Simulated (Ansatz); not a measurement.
Relaxation of the cluster Ru₃H₃⁺ with RKS PBE0-D4/def2-TZVP.

```sh
$ ansatz run in.yaml --threads 4 --pin off --events-out ev --progress --plain --max-ram 3916MiB
```

```yaml
crystal:
  periodic: [false, false, false]
  atoms:
    - {symbol: Ru, position_ang: [0.273610, 0.487710, -0.995020]}
    - {symbol: Ru, position_ang: [-0.173370, 0.687920, 1.254570]}
    - {symbol: Ru, position_ang: [-0.982510, -1.199630, -0.045590]}
    - {symbol: H, position_ang: [-0.880010, 2.078310, 1.245660]}
    - {symbol: H, position_ang: [-0.072880, -2.444320, -0.287990]}
    - {symbol: H, position_ang: [1.835150, 0.390010, -1.171630]}
basis:
  gaussian: {orbitals: def2-TZVP}
total_charge: 1
hamiltonian: {xc: pbe0, dispersion: d4}
scf: {lower_state_search: "off"}
output: {orbitals: {seedname: orbitals}}
relax: {f_tol: 0.02, max_steps: 100}
```

Run time 32 s (4 threads of Arm Neoverse V1 on a shared host).

Positions (Å) and forces (eV/Å) at steps 1, 2, 3, 4, 5, 6, 7, 8, 10 of 10:

```xyz
6
step=1 energy=-7782.5573 eV
Ru    0.274    0.488   -0.995   -1.308   -0.254    1.291
Ru   -0.173    0.688    1.255    2.386    0.272    0.635
Ru   -0.983   -1.200   -0.046   -0.974    0.074   -2.060
H    -0.880    2.078    1.246   -0.625   -0.250   -0.785
H    -0.073   -2.444   -0.288    0.745    0.711    0.544
H     1.835    0.390   -1.172   -0.223   -0.552    0.375
6
step=2 energy=-7783.5376 eV
Ru    0.202    0.514   -0.947   -1.012   -0.665    2.557
Ru    0.012    0.669    1.309    0.514    0.893   -1.440
Ru   -1.081   -1.157   -0.170    0.660    0.064   -1.146
H    -0.913    1.975    1.143    0.279   -0.887   -0.224
H     0.014   -2.311   -0.226   -0.176    0.986    0.124
H     1.766    0.311   -1.109   -0.264   -0.393    0.129
6
step=3 energy=-7783.6900 eV
Ru    0.111    0.494   -0.776    2.097    2.087   -4.082
Ru    0.152    0.665    1.239   -0.250    1.689    3.802
Ru   -1.105   -1.093   -0.263   -1.662   -3.365    0.358
H    -0.915    1.879    1.043    0.462   -0.952    0.171
H     0.092   -2.163   -0.216   -0.478    0.906   -0.065
H     1.665    0.218   -1.025   -0.170   -0.365   -0.184
6
step=4 energy=-7784.1693 eV
Ru    0.154    0.518   -0.828    0.181    0.046    0.774
Ru    0.150    0.722    1.320   -0.353    0.357   -0.755
Ru   -1.142   -1.120   -0.270    0.668   -0.087   -0.037
H    -0.960    1.829    1.073    0.247   -0.499    0.070
H     0.122   -2.057   -0.226   -0.372    0.437   -0.035
H     1.676    0.107   -1.069   -0.371   -0.254   -0.017
6
step=5 energy=-7784.2635 eV
Ru    0.179    0.550   -0.814    0.187   -0.146    0.312
Ru    0.153    0.741    1.321   -0.005    0.187   -0.242
Ru   -1.123   -1.080   -0.265    0.239    0.111   -0.116
H    -1.007    1.757    1.079   -0.005   -0.167    0.030
H     0.159   -1.947   -0.230   -0.069    0.065   -0.014
H     1.640   -0.021   -1.090   -0.347   -0.050    0.030
6
step=6 energy=-7784.2935 eV
Ru    0.208    0.583   -0.795    0.178   -0.251   -0.217
Ru    0.180    0.794    1.329   -0.099    0.078    0.111
Ru   -1.096   -1.043   -0.283    0.025    0.183    0.033
H    -1.068    1.701    1.095    0.073   -0.105    0.022
H     0.190   -1.892   -0.246    0.029   -0.052   -0.017
H     1.586   -0.143   -1.100   -0.206    0.147    0.068
6
step=7 energy=-7784.2989 eV
Ru    0.217    0.584   -0.804    0.007   -0.098   -0.081
Ru    0.183    0.796    1.325    0.025    0.050    0.090
Ru   -1.093   -1.028   -0.273   -0.037    0.082   -0.010
H    -1.072    1.678    1.090   -0.024   -0.012    0.010
H     0.182   -1.892   -0.242    0.041   -0.049   -0.022
H     1.583   -0.138   -1.096   -0.013    0.027    0.013
6
step=8 energy=-7784.3007 eV
Ru    0.231    0.575   -0.807   -0.006    0.061   -0.018
Ru    0.202    0.837    1.319    0.087   -0.075    0.033
Ru   -1.095   -1.008   -0.247   -0.034   -0.018    0.023
H    -1.098    1.640    1.093   -0.097    0.084   -0.022
H     0.162   -1.900   -0.270    0.024   -0.037   -0.009
H     1.598   -0.143   -1.088    0.027   -0.016   -0.009
6
step=10 energy=-7784.3017 eV
Ru    0.226    0.576   -0.804    0.007    0.005    0.004
Ru    0.198    0.830    1.324   -0.009    0.007   -0.007
Ru   -1.093   -1.016   -0.244    0.007   -0.008    0.002
H    -1.095    1.659    1.091    0.007   -0.005    0.002
H     0.167   -1.909   -0.278   -0.009    0.000   -0.001
H     1.597   -0.140   -1.087   -0.004    0.001    0.000
```

In the def2 sets Ru takes a core potential; there is no spin–orbit coupling. The restricted singlet is unstable towards broken spin symmetry in Hartree–Fock (as tested in another run); at PBE0-D4/def2-TZVP this wasn't settled. The relaxation made no stability test and no search for a lower SCF solution. No other spin state of charge 1 was run. Another isomer (quintet) lies 1.71 eV lower at PBE0-D4/def2-TZVP; other spin states weren't run for this one.
